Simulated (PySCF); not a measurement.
KSi⁺: one state, many levels of theory

State: ³Π (triplet), unpaired electrons σ ↑, π ↑. Set-up: PySCF, no relativity, basis sets K aug-pcseg-1, Si aug-pcseg-1. De refers to K⁺ + Si in their high-spin ground configurations, without counterpoise correction. The functionals are run spin-unrestricted. A positive dipole points towards Si; it is taken about the centre of mass and depends on that origin.

| Level | Re (Å) | ωe (cm⁻¹) | De (eV) | μ (D) |
| --- | --- | --- | --- | --- |
| UHF | 3.829 | 83.4 | 0.246 | -5.77 |
| UHF-MP2 | 3.762 | 90.4 | 0.299 | n/a |
| UHF-SCS-MP2 | 3.775 | 89.5 | 0.292 | n/a |
| UHF-CCSD | 3.780 | 88.6 | 0.292 | n/a |
| UHF-CCSD(T) | 3.776 | 89.0 | 0.296 | n/a |
| PBE | 3.652 | 93.9 | 0.330 | -4.91 |
| r²SCAN | 3.682 | 92.0 | 0.300 | -5.19 |
| TPSSh | 3.673 | 92.6 | 0.303 | -5.14 |
| PBE0 | 3.650 | 94.4 | 0.310 | -5.08 |
| M06 | 3.632 | 91.6 | 0.292 | -4.97 |
| M06-2X | 3.563 | 107 | 0.341 | -4.88 |

The bond length runs from 3.563 Å (M06-2X) to 3.829 Å (UHF). De spans 0.25 eV (UHF, mean field) to 0.34 eV (M06-2X, hybrid meta-GGA). Correlation at CCSD(T) changes the Hartree–Fock bond energy by +0.05 eV; the triples alone change it by +0.01 eV.

Correlated steps freeze 10 core orbitals. The bond is weak. Basis-set superposition, not corrected here, can be much of De in a small basis, most of all at correlated wavefunction levels. For an ion De counts to the pair picked by the measured ionisation energies or electron affinities, which need not be the lowest pair at this level. The state is the lowest determinant that a PBE0 search found; another state may lie lower at other levels.

The whole job (state search and all levels along the bond) took about 4.6 min on 1 thread of Arm Neoverse N1 (shared host), peak memory 0.88 GiB.
